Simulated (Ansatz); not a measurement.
Ge2H6S, SMILES [GeH3][S][GeH3].

Geometry optimised at B3LYP-D3(BJ)/def2-SVP.

Two levels are set side by side: PBE/def2-SVPD (Ansatz, a quantum-chemistry and plane-wave program) and PBE0/def2-SVPD (Ansatz). Energy differences of separate SCF runs at the same geometry; the states with an electron removed or added have multiplicity 2 and 2. Differences are taken from unrounded values.

| quantity | PBE0 | PBE | PBE minus PBE0 |
|---|---|---|---|
| vertical ionisation energy (eV) | 9.15 | 9.00 | -0.15 |
| vertical singlet–triplet gap (eV) | 4.93 | 4.67 | -0.26 |
